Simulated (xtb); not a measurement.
C10H8, SMILES c1ccc2ccccc2c1. All values are semi-empirical tight-binding results from xtb (GFN2-xTB unless named), good for trends rather than for accurate numbers. The structure is a stationary point at GFN2-xTB.

Computed properties:
| Property | Result |
|---|---|
| point group as xtb finds it | D2h |
| orbital gap | 3.25 eV |
| dipole moment | 0.00 D |
| zero-point energy | 89.6 kcal/mol |
| G − E(el) at 298.15 K (modified RRHO) | 70.7 kcal/mol |
| static polarisability (D4 model) | 107.8 bohr³ |
| solvation energy, GFN2-xTB/ALPB(water) | -1.0 kcal/mol |
| solvation energy, GFN2-xTB/ALPB(hexane) | -6.0 kcal/mol |

Computed IR lines (harmonic; lines under 4 % of the strongest left out, lines within 3 cm⁻¹ merged):
ν (cm⁻¹): 807 (m), 3067 (w), 3078 (vs), 3087 (vs) (against the strongest line: vs over 80 %, s over 45 %, m over 15 %, w over 4 %, vw less)
